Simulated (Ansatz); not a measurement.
`BO[C](=O)[GeH3]` + `OC[SiH](F)F` → `BOC[SiH](F)F` + `O=[C](O)[GeH3]`  (ligand exchange at a B–O bond)

Computed with Ansatz on PBE0-D4/def2-TZVP structures; ΔE is electronic, products minus reactants. CCSD(T)/CBS is the MP2 limit (def2-TZVPP, def2-QZVPP) plus CCSD(T) − MP2 in def2-TZVPP, frozen cores. DFT in def2-TZVPP. B3LYP here is the variant with VWN-RPA as its local correlation; programs differ in this. For Ge outer-core shells are correlated without core-valence functions, which leaves a few kJ/mol of doubt a bond. Scalar relativity is left out up to krypton. Each species was taken in one conformer, which may not be the lowest.

Q: Is it downhill or uphill in electronic energy at CCSD(T)/CBS, and by how much? (An estimate is asked.)

A: Ansatz gave: Downhill: ΔE = -42.0 kJ/mol.

Q: What do these levels give: B3LYP-D4, r2SCAN, SCS-MP2/def2-TZVPP, CCSD(T)/def2-TZVPP, HF/def2-QZVPP, CCSD/CBS(def2)? (An estimate is asked.)

A: Ansatz gave: B3LYP-D4 -45.4, r2SCAN -46.1, SCS-MP2/def2-TZVPP -42.5, CCSD(T)/def2-TZVPP -42.8, HF/def2-QZVPP -39.9, CCSD/CBS(def2) -41.4 kJ/mol.

Largest T1 diagnostic among the species: 0.015.
